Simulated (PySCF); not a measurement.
GaBr2, SMILES [Br][Ga][Br], multiplicity 2.

Geometry: B3LYP-D3(BJ)/def2-SVP. The multiplicity is an assumed one; no other spin state was optimised. The isomer is the one that the SMILES or the coordinates give; other isomers of the formula were not compared.

These are TDA-ωB97X/def2-SVPD (PySCF) values and carry that method's errors.

Vertical excitations. The molecule is in vacuum.

| state | energy (eV) | λ (nm) | f | main pairs |
|---|---|---|---|---|
| root 1 | 2.87 | 432 | 0.000 | β HOMO→LUMO 96 % |
| root 2 | 3.00 | 414 | 0.000 | β HOMO−1→LUMO 97 % |
| root 3 | 3.33 | 372 | 0.006 | α HOMO→LUMO 52 %, β HOMO−3→LUMO 45 % |
| root 4 | 3.45 | 359 | 0.012 | β HOMO−2→LUMO 94 % |
| root 5 | 3.46 | 359 | 0.026 | α HOMO→LUMO 46 %, β HOMO−3→LUMO 51 % |
| root 6 | 4.16 | 298 | 0.085 | β HOMO−4→LUMO 91 % |
| root 7 | 5.07 | 244 | 0.071 | α HOMO→LUMO+1 88 % |
| root 8 | 5.68 | 218 | 0.000 | α HOMO−1→LUMO 36 %, β HOMO→LUMO+1 61 % |
| root 9 | 5.71 | 217 | 0.000 | α HOMO−2→LUMO 44 %, β HOMO−1→LUMO+1 53 % |
| root 10 | 5.77 | 215 | 0.000 | α HOMO−1→LUMO 61 %, β HOMO→LUMO+1 37 % |
Unrestricted roots are not spin-pure.
